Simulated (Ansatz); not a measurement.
Reaction (redistribution): `PBS` + `[SiH3][O][GeH2][SH]` → `[PH2][GeH2][SH]` + `[SiH3]OBS`

Program: Ansatz. Geometries: PBE0-D4/def2-TZVP. ΔE: electronic, gas phase. CBS: MP2 limit from def2 TZ/QZ plus the TZ coupled-cluster correction, frozen cores. DFT in def2-TZVPP. B3LYP here is the variant with VWN-RPA as its local correlation; programs differ in this. For Ge outer-core shells are correlated without core-valence functions, which leaves a few kJ/mol of doubt a bond. Scalar relativity is left out up to krypton. One conformer a species, not always the lowest.

| level | ΔE (kJ/mol) | difference from CCSD(T)/CBS |
| --- | --- | --- |
| PBE-D4 | -78.6 | -3.2 |
| r2SCAN-D4 | -75.5 | -0.1 |
| B3LYP-D4 | -80.4 | -5.0 |
| ωB97X-V | -73.3 | 2.1 |
| ωB97M-V | -78.8 | -3.4 |
| B2PLYP | -77.0 | -1.6 |
| PBE | -79.4 | -4.0 |
| r2SCAN | -75.6 | -0.2 |
| MP2/def2-TZVPP | -73.0 | 2.4 |
| SCS-MP2/def2-TZVPP | -71.5 | 3.9 |
| CCSD/def2-TZVPP | -74.6 | 0.8 |
| CCSD(T)/def2-TZVPP | -73.6 | 1.8 |
| HF/def2-QZVPP | -76.5 | -1.1 |
| MP2/def2-QZVPP | -73.9 | 1.5 |
| SCS-MP2/def2-QZVPP | -72.2 | 3.2 |
| MP2/CBS(def2) | -74.8 | 0.6 |
| CCSD(T)/CBS | -75.4 | 0 |

Largest T1 diagnostic among the species: 0.016.

In def2-TZVPP, CCSD(T) changes the Hartree–Fock value by +3.2 kJ/mol (the triples alone add +1.1 kJ/mol) and MP2 by +3.8 kJ/mol.
